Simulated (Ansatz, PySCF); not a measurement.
SnHFBr2, SMILES [F][SnH]([Br])[Br].

Geometry: r2SCAN-D4/def2-SVP. The structure was generated by enumeration; whether it is a known compound was not checked. The def2 effective core potentials stand for the cores of Sn; spin–orbit coupling is left out.

Vertical ionisation energy (IE) and electron affinity (EA) in eV. Rows of orbital energies are one-electron estimates. Where ΔSCF, EOM or ADC give a negative EA the extra electron is unbound and the value depends on the basis.

```csv
level,IE,EA
"−ε(HOMO), −ε(LUMO), PBE0/def2-TZVP (PySCF)",8.90,2.68
"−ε(HOMO), −ε(LUMO), PBE/def2-TZVP (PySCF)",7.60,3.54
"ΔSCF, PBE/def2-SVPD (Ansatz), final states of multiplicity 2 and 2",10.51,1.16
```

**Question.** What vertical singlet–triplet gap does ΔSCF give with PBE/def2-SVPD (Ansatz, a program for electronic structure)? (Estimate from the structure and the level; the computed values follow.)

**Answer.** 4.17 eV (triplet above singlet where positive).
